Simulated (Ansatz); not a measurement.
ZnN3Cl3H9⁻ (relaxed from a model of mer-[ZnCl3(NH3)3]-, whose bonding it doesn't keep). The state is a singlet with charge -1. Geometry PBE-D4/def2-SVPD, basis def2-TZVPD, Ansatz.

```csv
atom,x (Å),y (Å),z (Å)
Cl1,2.055,1.923,0.308
Cl2,-2.118,-2.303,0.858
Cl3,-1.535,-0.785,-2.620
N4,0.196,-0.287,1.758
N5,-1.080,1.361,-0.381
N6,1.146,-0.919,-1.003
Zn7,-0.818,-0.738,-0.224
H8,0.644,-1.123,2.144
H9,-0.481,0.030,2.457
H10,0.911,0.454,1.599
H11,-1.764,1.836,0.213
H12,-1.364,1.463,-1.365
H13,-0.141,1.795,-0.234
H14,1.719,-1.731,-0.759
H15,1.660,-0.049,-0.736
H16,0.970,-0.927,-2.016
```

```json
{"run": "A", "HOMO (eV)": "-3.04", "LUMO (eV)": "2.69"}
{"run": "B", "HOMO (eV)": "-3.57", "LUMO (eV)": "2.56"}
{"run": "C", "HOMO (eV)": "-2.26", "LUMO (eV)": "1.93"}
{"run": "D", "HOMO (eV)": "-2.54", "LUMO (eV)": "2.52"}
```

In the singlet geometry the species has come apart into loosely held pieces.

Q: The runs used PBE, PBE0, r2SCAN, r2SCANh. Estimate which is which.

A: A r2SCANh (10 % exact exchange); B PBE0 (25 % exact exchange); C PBE (0 % exact exchange); D r2SCAN (0 % exact exchange). Exact exchange lowers occupied and raises empty levels; among semilocal functionals meta-GGAs tend to open the gap a little, and such runs are hard to tell apart. The gap grows from 4.19 eV (PBE) to 6.13 eV (PBE0).
